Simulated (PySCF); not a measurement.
J couplings in Cu(NH3)H

Cartesian coordinates in Å; atom numbers follow the order of the lines, from 1:
```xyz
6

Cu   -0.006    0.003   -1.261
N     0.002   -0.001    0.719
H    -0.409    0.850    1.106
H     0.950   -0.070    1.093
H    -0.526   -0.787    1.101
H    -0.011    0.006   -2.758
```

Indirect spin–spin couplings were computed at PBE/pcJ-1 (pcSseg-1 on Cu) (PySCF) on a PBE0-D3(BJ)/def2-SVP structure, for the isolated molecule, without vibrational or relativistic corrections. Couplings are averaged over pairs made equivalent by symmetry, fast rotation or ring inversion, so a value needn't be that of the named pair in this geometry, while other rotamers aren't included; one pair stands for each set, and the list holds those of at least 0.8 Hz over up to four bonds.

Isotopes: 15N, 1H.

```
  pair  bonds  J (Hz)
N2, H3      1   -62.1
N2, H6      2       ?
H3, H4      2    -9.1
H3, H6      3       ?
```

**Question.** Estimate the withheld couplings, with signs.

**Answer.** 
- 2J(N2,H6) = -32.4 Hz (angle at Cu1 180°)
- 3J(H3,H6) = -2.1 Hz
